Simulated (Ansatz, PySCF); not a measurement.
Process, species as SMILES: CB(C)O [dimethylborinic acid] -> [CH2-]B(C)O + H+
Each molecule is optimised on its own at B3LYP-D3(BJ)/def2-TZVP (Ansatz, a program for electronic structure), one conformer each, not searched for the lowest. Frequencies are from Ansatz or PySCF.

Property: gas-phase deprotonation energy (enthalpy at 298 K, with B3LYP-D3(BJ) rigid-rotor harmonic-oscillator terms), in eV. Correlated levels leave the core frozen unless marked. Spin-orbit coupling is left out. Non-relativistic unless marked X2C. Anions need diffuse functions: aug- sets have them; def2-D sets add few; the other sets have none. Basis-set limits of correlation are two-point, X^-3; Hartree-Fock from the larger set.

```csv
level,program,gas-phase deprotonation energy (eV),minus last row
HF/6-31G,Ansatz,17.22,0.75
HF/cc-pwCVTZ,Ansatz,17.07,0.60
r2SCAN/def2-TZVPD,Ansatz,16.52,0.05
PBE0/def2-QZVPP,Ansatz,16.58,0.11
r2SCANh/def2-TZVPD,Ansatz,16.55,0.08
LC-wPBE-D3(BJ)/def2-TZVPD,Ansatz + dftd3,16.71,0.24
LC-wPBE/def2-TZVPD,Ansatz,16.70,0.23
CCSD/aug-cc-pVDZ,Ansatz,16.47,0.00
X2C-CCSD(T)/cc-pVTZ-DK,Ansatz,16.74,0.27
"CCSD(T)/CBS(aug-cc-pVTZ,aug-cc-pVQZ)",Ansatz,16.47,0.00
```
